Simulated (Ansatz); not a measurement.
Calculated with Ansatz (gas phase, PBE0-D4/def2-TZVP geometries, no zero-point term in ΔE). CCSD(T)/CBS adds triple-zeta CCSD(T) − MP2 to the extrapolated MP2 energy (def2 sets, frozen cores). This one scheme is used for every species. DFT in def2-TZVPP. For Ge outer-core shells are correlated without core-valence functions, which leaves a few kJ/mol of doubt a bond. Scalar relativity is left out up to krypton. One conformer a species, not always the lowest.

`[BH2][GeH2][SiH2]C` + H–F → `[BH2][GeH2][F]` + `C[SiH3]`  (cleavage of the Ge–Si bond)

```json
{"level": "r2SCAN-D4", "ΔE (kJ/mol)": "-31.5"}
{"level": "r2SCANh-D4", "ΔE (kJ/mol)": "-30.4"}
{"level": "ωB97X-V", "ΔE (kJ/mol)": "-42.9"}
{"level": "PBE-QIDH", "ΔE (kJ/mol)": "-27.8"}
{"level": "PBE", "ΔE (kJ/mol)": "-24.8"}
{"level": "BLYP", "ΔE (kJ/mol)": "-49.4"}
{"level": "RPA@PBE/def2-TZVPP", "ΔE (kJ/mol)": "-36.4"}
{"level": "SCS-MP2/def2-QZVPP", "ΔE (kJ/mol)": "-40.6"}
```

(1) What does CCSD(T)/CBS give? (Estimate.)

Largest T1 diagnostic among the species: 0.012.

Results:

(1) Computed: -24.8 kJ/mol. The listed levels differ from it by -6.7, -5.6, -18.1, -3.0, 0.0, -24.6, -11.6, -15.8 kJ/mol.

In def2-TZVPP, CCSD(T) changes the Hartree–Fock value by +42.7 kJ/mol (the triples alone add +4.9 kJ/mol) and MP2 by +44.7 kJ/mol. From BLYP to BHLYP (50 % exact exchange), in def2-TZVPP and without D4, ΔE moves by −5.0 kJ/mol.

CCSD(T)/CBS has its own doubt, a few kJ/mol and more with outer-core shells, so smaller differences from it don't rank the levels.
